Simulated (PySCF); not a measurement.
System: B₂H₆, charge -2, multiplicity 1. It need not be the lowest isomer of its formula. 
Coordinates optimised at B3LYP-D3(BJ)/def2-TZVP (Ansatz):
```
B
H 1 1.2675
H 1 1.2675 2 105.45
H 1 1.2675 2 105.45 3 -111.30
B 1 1.8134 2 113.24 3 124.35
H 5 1.2675 1 113.24 2 -180.00
H 5 1.2675 6 105.45 1 124.35
H 5 1.2675 6 105.45 7 111.30
```
Charge -2, spin multiplicity 1.

Dispersion corrections to the total energy (kcal/mol) from the dftd3 and dftd4 libraries through PySCF: D3(BJ) without and D4 with the three-body term, each with the damping fitted for the functional named.

```csv
functional,D3(BJ),D4
B3LYP,___,-5.99
PBE,-2.15,___
HSE06,-1.27,-2.85
B2GP-PLYP,-1.19,-1.53
TPSS,-2.64,-5.09
revPBE,-5.66,-13.69
TPSSh,-2.39,___
```

### Question
Some entries are withheld; supply them.

### Answer

- B3LYP, D3(BJ): -3.63
- PBE, D4: -3.76
- TPSSh, D4: -4.61
